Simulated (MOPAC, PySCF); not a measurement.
C2H6BI2N, SMILES `CN(C)B(I)I` (C–N–B–I torsion 0°), neutral singlet in the gas phase. 

Cartesian coordinates (Å):
```xyz
12

C     -0.5477    -1.0852    -0.6846
N      0.1073    -0.0112     0.0578
C     -0.6926     1.2107     0.0299
B      1.3340    -0.1352     0.7047
I      2.4698    -1.9907     0.7006
I      2.2490     1.5132     1.7905
H      0.0488    -2.0022    -0.6621
H     -1.5396    -1.2956    -0.2494
H     -0.6958    -0.7833    -1.7356
H     -1.6861     1.0225     0.4715
H     -0.2051     2.0152     0.5888
H     -0.8420     1.5417    -1.0120
```
Charge 0, multiplicity 1.

All levels are single points at this geometry (B3LYP-D3(BJ)/def2-SVP); Pople sets use spherical d functions. Orbital energies aren't observables, and empty levels follow the basis.

```csv
level,HOMO (eV),LUMO (eV),gap (eV),dipole (D),"vertical IE, Delta-SCF (eV)"
PBE-D3(BJ)/def2-TZVP in PySCF,-5.92,-1.42,4.51,3.32,–
ωB97X-D3(BJ)/def2-TZVP in PySCF,-9.29,1.47,10.76,3.43,9.22
B3LYP/6-31G* (LANL2DZ on I) in PySCF,-6.77,-0.35,6.42,3.90,8.87
B3LYP/LANL2DZ in PySCF,-6.78,-0.48,6.30,4.25,–
BP86/6-31G* (LANL2DZ on I) in PySCF,-6.03,-1.19,4.84,3.91,–
SVWN5/6-31G* (LANL2DZ on I) in PySCF,-6.00,-1.28,4.72,3.88,–
HF/6-31G* (LANL2DZ on I) in PySCF,-9.40,3.42,12.82,4.09,8.81
PM3 in MOPAC,-9.26,-0.96,8.30,4.49,–
PM6 in MOPAC,-9.11,-2.24,6.87,5.26,–
```
